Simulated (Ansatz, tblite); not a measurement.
Removing and adding an electron: CrH₄. Total charge 0; triplet. Geometry: PBE-D4/def2-TZVP. Ansatz, gas phase; energy differences of separate SCF runs; the oxidised species was run as a doublet alone; the reduced species was run as a quartet alone.

```xyz
5

Cr    0.000    0.000    0.000
H    -1.332   -0.454    0.758
H     1.227   -0.896    0.496
H     0.298    1.537    0.321
H    -0.193   -0.187   -1.575
```

The xTB rows come from tblite. LC-ωPBE has ω = 0.4 bohr⁻¹. HOMO above LUMO, or a gap near zero within one spin, warns that the state may not be the lowest or that an electron is smeared out.

```tsv
level	−HOMO (eV)	vertical IE (eV)	−LUMO (eV)	vertical EA (eV)	HOMO–LUMO gap (eV)	IE − EA (eV)	remarks
GFN1-xTB	–	16.22	–	7.77	–	8.45	–
r2SCAN-D4/def2-TZVP	7.12	10.54	3.81	–	3.31	–	spin-contaminated (⟨S²⟩ 0.86) (+1 doublet), spin-contaminated (⟨S²⟩ 2.16) (triplet)
r2SCAN-D4/def2-TZVPD	7.13	–	3.84	1.18	3.29	–	HOMO above zero (-1 quartet), spin-contaminated (⟨S²⟩ 2.16) (triplet)
PBE0-D4/def2-TZVPD	9.07	–	3.07	1.39	6.00	–	HOMO above zero (-1 quartet), spin-contaminated (⟨S²⟩ 2.26) (triplet), spin-contaminated (⟨S²⟩ 3.87) (-1 quartet)
ωB97X-V/def2-TZVP	11.77	10.58	0.86	–	10.91	–	spin-contaminated (⟨S²⟩ 0.98) (+1 doublet), spin-contaminated (⟨S²⟩ 2.18) (triplet)
```

(1) Estimate the rows for GFN2-xTB, PBE-D4/def2-TZVP, PBE-D4/def2-TZVPD, r2SCANh-D4/def2-TZVP, LC-ωPBE/def2-TZVP.

Answers

(1) 
```csv
level,−HOMO (eV),vertical IE (eV),−LUMO (eV),vertical EA (eV),HOMO–LUMO gap (eV),IE − EA (eV),remarks
GFN2-xTB,–,13.69,–,6.43,–,7.26,–
PBE-D4/def2-TZVP,6.37,10.24,3.84,–,2.54,–,–
PBE-D4/def2-TZVPD,6.39,–,3.90,1.11,2.49,–,"HOMO above zero (-1 quartet), gap within one spin near zero (-1 quartet)"
r2SCANh-D4/def2-TZVP,8.11,10.64,3.46,–,4.64,–,"spin-contaminated (⟨S²⟩ 1.02) (+1 doublet), spin-contaminated (⟨S²⟩ 2.23) (triplet)"
LC-ωPBE/def2-TZVP,11.99,10.75,0.76,–,11.22,–,"spin-contaminated (⟨S²⟩ 1.05) (+1 doublet), spin-contaminated (⟨S²⟩ 2.22) (triplet)"
```

Relaxing the reduced species (PBE-D4/def2-TZVPD) changes its energy by -0.55 eV at PBE-D4/def2-TZVPD, so the adiabatic electron affinity to this nearest minimum is 1.66 eV. At PBE0-D4/def2-TZVPD it is 2.00 eV. The highest occupied level of the relaxed charge -1 quartet lies above zero (up to 0.92 eV). By energy differences its removal costs 1.66 eV (each at its own geometry, to the charge 0 triplet, at PBE-D4/def2-TZVPD); the vertical value is larger still, so the positive level points to self-interaction error.  Run but left out: HF/def2-TZVPP, MP2/def2-TZVPP, CCSD/def2-TZVPP, CCSD(T)/def2-TZVPP, HF/def2-TZVPD, MP2/def2-TZVPD, CCSD/def2-TZVPD, CCSD(T)/def2-TZVPD (flagged by the program: large difference); PBE0-D4/def2-TZVP, CAM-B3LYP-D4/def2-TZVP (charge +1 doublet: ⟨S²⟩ 1.09 to 1.13, where a pure state has 0.75); B2PLYP/def2-TZVP (triplet: ⟨S²⟩ 2.55, where a pure state has 2.00). At PBE0-D4/def2-TZVPD the highest occupied level of the triplet has β spin (-9.02 eV), and emptying it gives a quartet, which wasn't run; the ionisation energy to the doublet shown is then probably not the lowest one.  A HOMO above zero means that the electron is unbound at that level or that self-interaction error raises the level; the energy of removing that electron tells which. HOMO and LUMO are the levels of the spin that leaves or enters (xTB has no such levels and no spin-polarisation term). Other spin states of the ions may lie lower, which would lower the ionisation energy or raise the affinity. Raw xTB energy differences between charge states are shifted by several eV; the methods need an empirical correction for them.
